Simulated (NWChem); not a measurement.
# SnH₂F₂; SMILES [F][SnH2][F]

def2 effective core potentials on Sn; no spin-orbit coupling.

### Question
Give the equilibrium geometry at PBE0/def2-SVP with def2 effective core potentials on Sn (NWChem) as a list of bonds and angles, with the point group.

### Answer
point group C2v; any orientation.
Bonded distances (Å): Sn1–F2 1.931, Sn1–F3 1.931, Sn1–H4 1.700, Sn1–H5 1.700. Angles (°): F2–Sn1–F3 103.5, F2–Sn1–H4 107.1, F2–Sn1–H5 107.1, F3–Sn1–H4 107.1, F3–Sn1–H5 107.1, H4–Sn1–H5 123.1.
